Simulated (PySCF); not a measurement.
## Ionisation energy of Ta³⁴⁺ by level of theory

Ta³⁴⁺ [Kr] 4d3 (4F) → Ta³⁵⁺ [Kr] 4d2 (3F), as a difference of total energies. Calculation: PySCF 2.14, in an even-tempered Gaussian basis (19 s from 3 bohr⁻², ratio 2.5; 14 p from 3.9 bohr⁻², ratio 2.5; 9 d from 3.9 bohr⁻², ratio 2.5; 4 f from 17 bohr⁻², ratio 2.7; 3 g from 25 bohr⁻², ratio 2.7); scalar relativity by spin-free X2C-1e. The calculations carry no spin-orbit coupling.

```tsv
method	ionisation energy (eV)
UHF	1428.1
TPSSh	1429.2
TPSS	1429.1
```

Spin-orbit coupling is strong in these open shells (close to jj coupling). The scalar numbers leave it out and a first-order estimate fails, so it can dominate the gap to the real levels.

Breit and QED terms and the two-electron picture change are absent.

For comparison: 1434 ± 5 eV (theoretical estimate listed by NIST; NIST Atomic Spectra Database, ionization energies).
